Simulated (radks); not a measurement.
Ho5+, 62 electrons, occupied as [Kr] 4d10 4f9 5s2 5p5. Calculated with a radial shooting solver on a logarithmic mesh with Libxc functionals: Dirac Kohn-Sham, LB94 model potential, spin-unpolarised, spherical densities, finite nucleus; open shells fill j = l - 1/2 first; Fermi nuclear charge, rms radius 5.2022 fm.

Normalised radial functions P(r) = r R(r) (large component), r in bohr:

```
   r/bohr * 5p3/2 (the largest magnitude, 0.992, reaches the edge; | marks zero)
 0.001487                             *
 0.001703                             *
 0.001967                             *
 0.002254                             *
 0.002582                             *
 0.002958                             *
 0.003417                             *
 0.003914                             *
 0.004485                             *
 0.005138                             *
 0.005934                             |*
 0.006798                             |*
 0.007788                             |*
 0.008923                             |*
  0.01031                             |*
  0.01181                             | *
  0.01353                             | *
   0.0155                             |  *
  0.01775                             |  *
   0.0205                             |   *
  0.02349                             |   *
  0.02691                             |    *
  0.03083                             |     *
  0.03561                             |     *
   0.0408                             |      *
  0.04674                             |      *
  0.05355                             |     *
  0.06185                             |     *
  0.07085                             |   *
  0.08118                             | *
    0.093                             *
   0.1074                          *  |
   0.1231                       *     |
    0.141                     *       |
   0.1615                   *         |
   0.1865                    *        |
   0.2137                      *      |
   0.2448                          *  |
   0.2805                             | *
   0.3214                             |       *
   0.3712                             |           *
   0.4252                             |             *
   0.4872                             |            *
   0.5582                             |        *
   0.6446                             | *
   0.7385                       *     |
   0.8461              *              |
   0.9694       *                     |
    1.119   *                         |
    1.283  *                          |
    1.469    *                        |
    1.684        *                    |
    1.944             *               |
    2.228                  *          |
    2.552                      *      |
    2.924                         *   |
    3.377                           * |
    3.869                            *|
    4.432                             *
```

5p3/2: eigenvalue -92.551 eV, 3 radial nodes at r = 0.0913, 0.266, 0.666 bohr, <r> = 1.40 bohr, 90 % of the charge inside 2.01 bohr.
